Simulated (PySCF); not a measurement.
Compound: C₄H₁₂SSi₂.
Structure used (GFN2-xTB), in Å, numbered top down from 1:
```xyz
19
C4H12SSi2 angstrom
C      2.4689   -0.5641    0.8026
S      1.8415    1.1426    0.7615
Si    -0.1663    0.7912    0.0309
C     -1.0075    2.4830   -0.0574
C     -1.0777   -0.6200    0.9688
Si    -0.9739   -1.7807   -0.5551
C     -0.2220   -0.3173   -1.5409
H      3.4901   -0.5148    1.1656
H      1.8639   -1.1602    1.4775
H      2.4481   -0.9869   -0.1963
H     -2.0225    2.3817   -0.4242
H     -1.0439    2.9512    0.9203
H     -0.4710    3.1500   -0.7234
H     -0.5943   -0.9849    1.8709
H     -2.0945   -0.3615    1.2511
H     -2.2618   -2.2604   -1.0535
H     -0.0396   -2.8937   -0.3698
H      0.7324   -0.5145   -2.0212
H     -0.8797    0.0687   -2.3149
```

Definitions: NICS(0) = −σiso at the ring centroid; NICS(1) = −σiso and NICS(1)zz = −σzz at ±1 Å along the ring normal z. Level: GIAO PBE0/pcSseg-1 (PySCF, non-relativistic, gas phase) on the GFN2-xTB geometry, one conformer.

Ring bond lengths (Å), with Mayer bond orders in brackets: Si3–C5 1.924 (0.88), C5–Si6 1.918 (0.92), Si6–C7 1.918 (0.92), C7–Si3 1.924 (0.88).

**Question.** Give the NICS values of each ring in ppm.

**Answer.** 
| ring | type | NICS(0) | NICS(1), two faces | NICS(1)zz, two faces | rms pucker (Å) | centre to ring atoms, mean (Å) |
| --- | --- | --- | --- | --- | --- | --- |
| Si3–C5–Si6–C7 | 4-membered ring with 2 Si; formal bonds all single | -0.4 | -1.7 / -1.4 | 3.7 / 1.9 | 0.04 | 1.36 |

**Question.** What do they say, and how far can they be read as aromaticity?

**Answer.** 
- Si3–C5–Si6–C7: mean NICS(1)zz 2.8 ppm, near zero. Si3, C5, Si6, C7 have four or more neighbours, so the value isn't read as a sign of a π ring current.

**Question.** What field does 11.7 T along the ring normal induce along that normal at the first NICS(1) probe listed for ring Si3–C5–Si6–C7, 1 Å off the ring?

**Answer.** NICSzz × B0 = 3.7 ppm × 11.7 T = 43 μT, along the applied field.

The run took 2.0 min wall (grids of density and orbitals included) on Intel Xeon at 2.50 GHz, one thread, no GPU, shared host, and the process peaked at 0.87 GiB of memory. This is the whole shielding run at PBE0/pcSseg-1, SCF included.
